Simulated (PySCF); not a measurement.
## Working out the ionisation energy of Ru

Ru [Kr] 4d7 5s1 (5F) → Ru+ [Kr] 4d7 (4F). Calculation: PySCF 2.14, in def2-QZVPPD with the def2 core potential (28 electrons) (7s5p4d4f2g, 88 functions); scalar relativity through the core potential. Frozen: nothing. Energies in hartree (1 hartree = 27.21139 eV):

| part | Ru (lower) | Ru+ (upper) |
| --- | --- | --- |
| UHF | -94.126139 | -93.893795 |
| CCSD correlation | -0.524152 | -0.489152 |
| (T) | -0.018657 | -0.014671 |

Q: What does Hartree-Fock give?

A: (-93.893795) − (-94.126139) = 0.232344 hartree = 6.322 eV.

Q: What do CCSD and CCSD(T) give?

A: The CCSD correlation energies differ by 0.035000 hartree = 0.952 eV and the triples by 0.003986 hartree = 0.108 eV, so CCSD gives 7.274 eV and CCSD(T) 7.382 eV.

Measured between the centres of the two terms (NIST): 7.365 eV, so CCSD(T) (valence and next inner shell) is off by 0.017 eV.

What remains against the reference includes basis incompleteness and higher excitations.
